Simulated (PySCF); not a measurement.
Species: trans-1,2-dimethylcyclohexane, C8H16.
Atom-mapped SMILES: `[CH3:1][C@@H:2]1[CH2:3][CH2:4][CH2:5][CH2:6][C@H:7]1[CH3:8]`

Definitions: NICS(0) = −σiso at the ring centroid; NICS(1) = −σiso and NICS(1)zz = −σzz at ±1 Å along the ring normal z. Level: GIAO PBE0/pcSseg-1 (PySCF, non-relativistic, gas phase) on the GFN2-xTB geometry, one conformer.

Ring bond lengths (Å), with Mayer bond orders in brackets: C2–C3 1.531 (1.01), C3–C4 1.524 (1.05), C4–C5 1.524 (1.04), C5–C6 1.524 (1.05), C6–C7 1.531 (1.01), C7–C2 1.537 (0.96).

Q: What do the NICS probes read (ppm)?

A: 
```csv
ring,type,NICS(0),"NICS(1), two faces","NICS(1)zz, two faces",rms pucker (Å),"centre to ring atoms, mean (Å)"
C2–C3–C4–C5–C6–C7,6-membered carbocycle; formal bonds all single,-2.5,-2.5 / -2.5,3.0 / 3.0,0.24,1.47
```

Q: What can be read from them?

A: 
- C2–C3–C4–C5–C6–C7: mean NICS(1)zz 3.0 ppm, near zero. C2, C3, C4, C5, C6, C7 have four or more neighbours, so the value isn't read as a sign of a π ring current.

Q: What is the mean of the two in-plane components of NICS at the second NICS(1) probe listed for ring C2–C3–C4–C5–C6–C7, 1 Å off the ring?

A: The isotropic value is a third of the trace: (3 × -2.5 − (3.0))/2 = -5.2 ppm.

Q: What are the shieldings of the ring atoms and their hydrogens in the same run (means over atoms taken as equivalent)?

A: 
```tsv
atoms	environment	σ isotropic (ppm)
C2 (×2)	sp3 CH carbon	144.0
C3 (×2)	ring CH2 carbon	147.2
C4 (×2)	ring CH2 carbon	155.7
H on C2 (×2)	methine hydrogen	30.98
H on C3 (×2)	methylene hydrogen	30.09
H on C3 (×2)	methylene hydrogen	30.79
H on C4 (×2)	methylene hydrogen	30.45
H on C4 (×2)	methylene hydrogen	29.94
```

On an Arm Neoverse V2 with one thread (shared host), this took 38 s of wall time. This is the whole shielding run at PBE0/pcSseg-1, SCF included.
